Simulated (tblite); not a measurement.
Task: Give a GFN2-xTB geometry of InChI=1S/C8H18S/c1-6-7(2)9-8(3,4)5/h7H,6H2,1-5H3/t7-/m0/s1.

Result: 
```xyz
27
C8H18S angstrom
C      2.3094   -1.5980   -0.5976
C      2.5359   -0.1790   -0.0943
C      1.2495    0.6409   -0.0327
C      1.5306    2.0959    0.3125
S      0.1250   -0.0827    1.2365
C     -1.5354   -0.1891    0.4058
C     -2.4765   -0.6636    1.5096
C     -1.9657    1.1818   -0.0981
C     -1.4878   -1.2106   -0.7225
H      1.6029   -2.1146    0.0471
H      1.9140   -1.5885   -1.6118
H      3.2442   -2.1531   -0.5992
H      3.2385    0.3350   -0.7561
H      2.9781   -0.2125    0.9036
H      0.7261    0.5715   -0.9877
H      0.6062    2.6634    0.3844
H      2.0434    2.1567    1.2699
H      2.1601    2.5514   -0.4507
H     -2.1480   -1.6236    1.9010
H     -3.4872   -0.7706    1.1201
H     -2.4900    0.0517    2.3285
H     -1.9353    1.9078    0.7117
H     -2.9861    1.1299   -0.4760
H     -1.3253    1.5309   -0.9054
H     -0.8048   -0.9031   -1.5115
H     -1.1627   -2.1769   -0.3439
H     -2.4789   -1.3246   -1.1595
```

Orientation and origin are arbitrary. Atoms count from 1 in this order. Of the pairs four or more bonds apart, H15···H25 is among the closest relative to their van der Waals radii: 2.19 Å, 91 % of the sum of Bondi's values.

Bonds between heavy atoms (Å): C1–C2 1.523, C2–C3 1.527, C3–C4 1.522, C3–S5 1.844, S5–C6 1.860, C6–C7 1.526, C6–C8 1.523, C6–C9 1.523.

Computed geometry: GFN2-xTB, gas phase.

Point group: C1 (no symmetry element, even within 0.4 Å). Its GFN2-xTB frequencies are all real (lowest 57 cm⁻¹). The numbers are those of one conformer (C1–C2–C3–C4 -173°, C2–C3–S5–C6 -133°). 3 starts were optimised and ended at 0.00, 0.00 and 0.42 kcal/mol (GFN2-xTB); the lowest of these is shown.

On an Intel Xeon with one thread, no GPU, shared host, this took 0.98 s wall. These figures are those of the optimisation.
